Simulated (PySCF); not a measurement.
Compound: C₃H₁₀BN.
InChI=1S/C3H10BN/c1-2-3-5-4/h5H,2-4H2,1H3

Torsions of this conformer, `[BH2:1][NH:2][CH2:3][CH2:4][CH3:5]`: B1–N2–C3–C4 -117°, N2–C3–C4–C5 178°.

The closed-shell ground state was solved at several levels (PySCF, density fitting, gas phase, non-relativistic). One conformer (not necessarily the lowest) at the GFN2-xTB geometry, without solvent, vibrations or thermal averaging.

```csv
level,basis functions,HOMO (eV),LUMO (eV),gap (eV),dipole (D)
PBE0/pcSseg-1,135,-7.79,0.45,8.24,2.22
B3LYP/pcJ-1,235,-7.55,0.21,7.76,2.23
```

Estimate the row for CAM-B3LYP/def2-SVPD, a basis of 180 functions; the other rows only guide the guess.

HOMO -9.20 eV, LUMO 1.24 eV, gap 10.44 eV, dipole 2.12 D.

Over all these levels, which gives the widest orbital gap and which the narrowest?

CAM-B3LYP/def2-SVPD (range-separated hybrid) has the widest, 10.44 eV, and B3LYP/pcJ-1 (global hybrid, 20 % exact exchange) the narrowest, 7.76 eV. Functional and basis both differ between the two, so the spread mixes both effects.

How far do the dipole and the HOMO energy spread over the levels?

The dipole runs from 2.12 to 2.23 D (mean 2.19 D) and the HOMO from -9.20 to -7.55 eV.
